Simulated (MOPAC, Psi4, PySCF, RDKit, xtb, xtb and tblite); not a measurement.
Two geometries of SMILES c1cc(O)cc(C=C)c1, relaxed at GFN2-xTB with one dihedral held; other torsions can differ between them too.

Structure A

```
17

C      2.8157    -0.9123     0.2061
C      2.1288     0.1356    -0.2174
C      0.6616     0.2175    -0.1792
C     -0.0261     0.1246     1.0280
C     -1.4036     0.2336     1.0523
C     -2.1118     0.4420    -0.1179
C     -1.4319     0.5506    -1.3254
O     -2.0811     0.7618    -2.5036
C     -0.0464     0.4529    -1.3498
H      2.3255    -1.7620     0.6526
H      3.8896    -0.9573     0.1408
H      2.6325     0.9651    -0.6981
H      0.5253    -0.0356     1.9421
H     -1.9349     0.1608     1.9899
H     -3.1907     0.5262    -0.0974
H     -3.0316     0.8144    -2.3469
H      0.4644     0.5452    -2.2957
```

Structure B

```
17

C     -2.8278    -0.9085     0.1963
C     -2.1217     0.1454    -0.1890
C     -0.6655     0.2504    -0.1315
C      0.0024     1.0396    -1.0693
C      1.3800     1.1290    -1.0545
C      2.1173     0.4460    -0.1029
C      1.4634    -0.3357     0.8423
O      2.1403    -1.0211     1.8053
C      0.0784    -0.4336     0.8232
H     -2.3635    -1.7874     0.6105
H     -3.9005    -0.9334     0.1075
H     -2.6258     0.9928    -0.6377
H     -0.5656     1.5758    -1.8152
H      1.8903     1.7370    -1.7870
H      3.1969     0.5213    -0.0883
H      3.0879    -0.8678     1.7092
H     -0.4038    -1.0351     1.5766
```

### Question
Which is lower in energy at the level Psi4 with B3LYP-D3(BJ)/def2-SVP // GFN2-xTB, and by how much?

### Answer
B is lower, by 10.14 kJ/mol (dihedral C1–C2–C3–C4: 60° in A, 150° in B).

E(B) − E(A) in kJ/mol at the other levels, on the same two geometries: GFN2-xTB (xtb and tblite) -6.81; MMFF94 // GFN2-xTB (RDKit) -1.13; B3LYP/def2-SVP // GFN2-xTB (Psi4) -9.90; PBE/def2-SVP // GFN2-xTB (Psi4) -10.73; PBE-D3(BJ)/def2-SVP // GFN2-xTB (Psi4) -10.86; UFF // GFN2-xTB (RDKit) -10.30; PM6, restricted, heats of formation // GFN2-xTB (MOPAC) -0.32; PM7, restricted, heats of formation // GFN2-xTB (MOPAC) -0.74; GFN1-xTB // GFN2-xTB (xtb) -6.54; restricted B3LYP/6-31G*, spherical d, density fitting // GFN2-xTB (PySCF) -9.39; restricted B3LYP/6-311+G**, spherical d, density fitting // GFN2-xTB (PySCF) -8.30; restricted MP2 (frozen core)/3-21G // GFN2-xTB (PySCF) -2.99; restricted B3LYP/LANL2DZ, density fitting // GFN2-xTB (PySCF) -11.57.
